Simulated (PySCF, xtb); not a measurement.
3-methylidenefuran (C₅H₆O), SMILES C=C1C=COC1.

GFN2-xTB (xtb) at its own geometry gives an orbital gap of 3.41 eV and a dipole moment of 0.34 D.

Geometry optimised at B3LYP-D3(BJ)/def2-SVP. Other conformers were not sampled.

### Question
What does HF/def2-TZVP (PySCF) give? (Estimate from the structure and the level; the computed values follow.)

### Answer
gap 11.13 eV (levels -8.06 and 3.07 eV), dipole 0.30 D.
